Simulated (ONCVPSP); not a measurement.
## How hard is this arsenic ONCV potential?

* Element: As (Z = 33)
* Generator: ONCVPSP 4.0.1
* Type: optimised norm-conserving Vanderbilt (ONCV)
* Functional: PBE
* Relativity: scalar-relativistic
* Frozen core: [Ne]
* Valence charge: 23
* Reference configuration: 3s2 3p6 3d10 4s2 4p3
* Partial waves: 3s+4s: rc 0.90 bohr, ncon 4, nbas 7, qcut 14.3 1/bohr, 2 projectors; 3p+4p: rc 1.05 bohr, ncon 3, nbas 8, qcut 14 1/bohr, 2 projectors; 3d: rc 1.30 bohr, ncon 4, nbas 9, qcut 14.3 1/bohr, 2 projectors, debl 2 Ha
* Local potential: polynomial inside 0.65 bohr (lpopt 3, dvloc0 0 Ha)
* Core correction: Teter function fitted to the true core (icmod 2), fcfact 0.4

Question: For each optimised wave give the share of its norm inside rc, the residual kinetic energy above qcut (Ha) and the cutoffs (Ha) for errors of 10, 1, 0.1 and 0.01 mHa per electron.

Answer:

```json
{"wave": "3s", "norm inside rc": "0.905", "residual KE": "2.3e-06", "10 mHa": "59.4", "1 mHa": "74.3", "0.1 mHa": "86.3", "0.01 mHa": "95.6"}
{"wave": "4s", "norm inside rc": "0.046", "residual KE": "2.2e-06", "10 mHa": "47.6", "1 mHa": "68.2", "0.1 mHa": "83.3", "0.01 mHa": "95.0"}
{"wave": "3p", "norm inside rc": "0.943", "residual KE": "5.5e-08", "10 mHa": "51.0", "1 mHa": "63.6", "0.1 mHa": "74.2", "0.01 mHa": "82.6"}
{"wave": "4p", "norm inside rc": "0.034", "residual KE": "8.7e-09", "10 mHa": "36.8", "1 mHa": "51.3", "0.1 mHa": "64.5", "0.01 mHa": "75.4"}
{"wave": "3d", "norm inside rc": "0.942", "residual KE": "6.2e-08", "10 mHa": "63.7", "1 mHa": "74.5", "0.1 mHa": "83.1", "0.01 mHa": "90.1"}
{"wave": "d projector 2", "norm inside rc": "0.051", "residual KE": "6.8e-08", "10 mHa": "54.4", "1 mHa": "68.2", "0.1 mHa": "79.6", "0.01 mHa": "88.1"}
```

The occupied waves need 74 Ha and 86 Ha for 1 and 0.1 mHa.
